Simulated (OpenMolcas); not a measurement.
## 4d6 along the 42-electron sequence

```yaml
Program: OpenMolcas 26.06
Method: SS-CASPT2, IPEA 0.25 Eh, imaginary shift 0.1 Eh
Basis: ANO-RCC-VTZP
Scalar_Hamiltonian: DKH2, point nucleus
Spin-orbit_coupling: state interaction with AMFI integrals over the reference wave functions, term energies averaged over their components
```

Active space for each ion: 6 electrons in 5 orbitals (4d); closed shells correlated by CASPT2: 4s 4p.

Computed levels in cm-1 above 5D4:

| Level | Ru2+ | Pd4+ | Ag5+ |
| --- | --- | --- | --- |
| 5D3 | 1156 | 2070 | 2570 |
| 5D2 | 1844 | 3150 | 3830 |
| 5D1 | 2290 | 3910 | 4780 |
| 5D0 | 2510 | 4270 | 5200 |
| 3P2(1) | 15740 | 19650 | 21800 |
| 3H6 | 16140 | 20320 | 22760 |
| 3H5 | 16390 | 20600 | 23050 |
| 3F3(1) | 17850 | 22730 | 25510 |
| 3F2(1) | 18380 | 23550 | 26450 |
| weight of 5D in the lowest level (%) | 99 | 98 | 97 |

Mixed levels, with the weight of the term that names them: Ag5+ 3H5 (73 %).

Measured, with the error of the calculation in %. Measured levels: Ru2+ from Moore, Atomic Energy Levels, vol. III, NSRDS-NBS 35 (1971 reprint of NBS Circular 467, 1958); Ag5+ from the list in Gamrath, thesis, University of Mons (2023).

```tsv
Level	Ru2+	Ag5+
5D3	1159 (-0.2)	2692 (-4.6)
5D2	1826 (+1.0)	3953 (-3.0)
5D1	2266 (+1.1)	4941 (-3.3)
5D0	2476 (+1.3)	5380 (-3.3)
3P2(1)		21042 (+3.6)
3H6		21512 (+5.8)
3H5		21812 (+5.7)
3F3(1)		24441 (+4.4)
3F2(1)		25306 (+4.5)
```

The fine-structure level 5D0 changes by a factor of 2.07 from Ru2+ to Ag5+. Its fourth root runs 7.08, 8.08, 8.49, with steps per unit of Z of 0.50, 0.41; equal steps would mean a (Z - σ)^4 law with constant σ.

3P2(1) changes by a factor of 1.39 over the same range, with steps per unit of Z of +1960, +2150 cm-1.

Term energies are means over components that CASPT2 splits; among the terms shown or strongly mixed into the levels shown the widest spread is 120 cm-1 (4d6 3F(1), Pd4+). Levels of configurations with an s electron are missing; early in the row they begin among the upper levels of the d shell and mix with terms of their name (holds for Ru2+). Measured partners are found by configuration, term and J. A level has none where our copy of the source lacks it or the pairing is in doubt (some pairs that miss far off the trend of their configuration count as doubtful), and it then counts in no deviation. Levels of configurations outside the active space are missing.

A number in round brackets counts repeated terms of one configuration in the order of the reference energies.
